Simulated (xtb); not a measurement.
xtb input (GFN1-xTB):

```bash
xtb mol.xyz --gfn 1 --sp --chrg -1 --uhf 0
```
mol.xyz:
```
11

Si     1.99334124     0.06746670     0.16307749
C      0.17802073     0.05141081     0.02182651
C     -0.78892294     1.12717356     0.12009645
C     -2.08276179     0.66840373    -0.05215737
O     -1.89460375    -0.74353464    -0.26371645
C     -0.58350502    -1.05908586    -0.21404820
H      2.50141086     0.56555148     1.47897167
H      2.67878196     0.93707094    -0.84278541
H      2.58229708    -1.29476262    -0.00990829
H     -0.53799300     2.16370266     0.30512806
H     -0.31143015    -2.09523254    -0.35906356
```

End of the output:

```
         :::::::::::::::::::::::::::::::::::::::::::::::::::::
         ::                     SUMMARY                     ::
         :::::::::::::::::::::::::::::::::::::::::::::::::::::
         :: total energy             -17.849959890048 Eh    ::
         :: gradient norm              0.061812500447 Eh/a0 ::
         :: HOMO-LUMO gap              2.484163961023 eV    ::
         ::.................................................::
         :: SCC energy               -18.032163805552 Eh    ::
         :: -> electrostatic           0.127385340919 Eh    ::
         :: repulsion energy           0.186423657246 Eh    ::
         :: dispersion energy         -0.004219741743 Eh    ::
         :: halogen bond corr.         0.000000000000 Eh    ::
         :: add. restraining           0.000000000000 Eh    ::
         :: total charge              -1.000000000000 e     ::
         :::::::::::::::::::::::::::::::::::::::::::::::::::::

           -------------------------------------------------
          |                Property Printout                |
           -------------------------------------------------

    * Orbital Energies and Occupations

         #    Occupation            Energy/Eh            Energy/eV
      -------------------------------------------------------------
         1        2.0000           -0.5890135             -16.0279
       ...           ...                  ...                  ...
         4        2.0000           -0.4454546             -12.1214
         5        2.0000           -0.3980308             -10.8310
         6        2.0000           -0.3771177             -10.2619
         7        2.0000           -0.3724178             -10.1340
         8        2.0000           -0.3657513              -9.9526
         9        2.0000           -0.3199248              -8.7056
        10        2.0000           -0.3182328              -8.6596
        11        2.0000           -0.2914067              -7.9296
        12        2.0000           -0.2791851              -7.5970
        13        2.0000           -0.2756847              -7.5018
        14        2.0000           -0.2455777              -6.6825
        15        2.0000           -0.1826344              -4.9697
        16        2.0000           -0.1483267              -4.0362 (HOMO)
        17                         -0.0570354              -1.5520 (LUMO)
Note: The following floating-point exceptions are signalling: IEEE_DENORMAL
normal termination of xtb
        18                         -0.0194587              -0.5295
        19                         -0.0115982              -0.3156
        20                         -0.0058904              -0.1603
        21                          0.0338121               0.9201
        22                          0.0592855               1.6132
        23                          0.0858688               2.3366
        24                          0.0895672               2.4372
        25                          0.1009930               2.7482
        26                          0.1085753               2.9545
        27                          0.1236421               3.3645
       ...                                ...                  ...
        39                          1.4239029              38.7464
      -------------------------------------------------------------
                  HL-Gap            0.0912913 Eh            2.4842 eV
             Fermi-level           -0.1026811 Eh           -2.7941 eV

  Mulliken/CM5 charges         n(s)   n(p)   n(d)
     1Si    0.04491 -0.23627   1.266  2.119  0.571
     2C    -0.13660 -0.10065   1.074  3.062  0.000
     3C    -0.08840 -0.13207   1.049  3.039  0.000
     4C    -0.22368 -0.20631   1.400  2.824  0.000
     5O    -0.39306 -0.45656   1.714  4.679  0.000
     6C     0.18921  0.16895   1.001  2.810  0.000
     7H    -0.10363 -0.02535   1.104  0.000  0.000
     8H    -0.10363 -0.02535   1.104  0.000  0.000
     9H    -0.10841 -0.02956   1.108  0.000  0.000
    10H    -0.05060  0.00573   1.051  0.000  0.000
    11H    -0.02612  0.03744   1.026  0.000  0.000

Wiberg/Mayer (AO) data.
largest (>0.10) Wiberg bond orders for each atom

 ---------------------------------------------------------------------------
     #   Z sym  total        # sym  WBO       # sym  WBO       # sym  WBO
 ---------------------------------------------------------------------------
     1  14 Si   4.398 --     2 C    1.253     9 H    0.942     7 H    0.941
                             8 H    0.941     6 C    0.140
     2   6 C    3.978 --     6 C    1.435     1 Si   1.253     3 C    1.144
     3   6 C    3.958 --     4 C    1.649     2 C    1.144    10 H    0.975
     4   6 C    2.880 --     3 C    1.649     5 O    0.977     6 C    0.148
     5   8 O    2.275 --     6 C    1.146     4 C    0.977
     6   6 C    3.927 --     2 C    1.435     5 O    1.146    11 H    0.966
                             4 C    0.148     1 Si   0.140
     7   1 H    0.988 --     1 Si   0.941
     8   1 H    0.988 --     1 Si   0.941
     9   1 H    0.987 --     1 Si   0.942
    10   1 H    1.023 --     3 C    0.975
    11   1 H    1.011 --     6 C    0.966
 ---------------------------------------------------------------------------

Topologies differ in total number of bonds
Writing topology from bond orders to xtbtopo.mol

 dipole moment from electron density (au)
     X       Y       Z
   1.8017  -0.8361   0.0038  total (Debye):    5.048

           -------------------------------------------------
          | TOTAL ENERGY              -17.849959890048 Eh   |
          | GRADIENT NORM               0.061812500447 Eh/α |
          | HOMO-LUMO GAP               2.484163961023 eV   |
           -------------------------------------------------

------------------------------------------------------------------------
------------------------------------------------------------------------
 total:
 SCF:
```

It need not be the lowest isomer of its formula. Whether it binds its extra electron was not tested at this geometry.
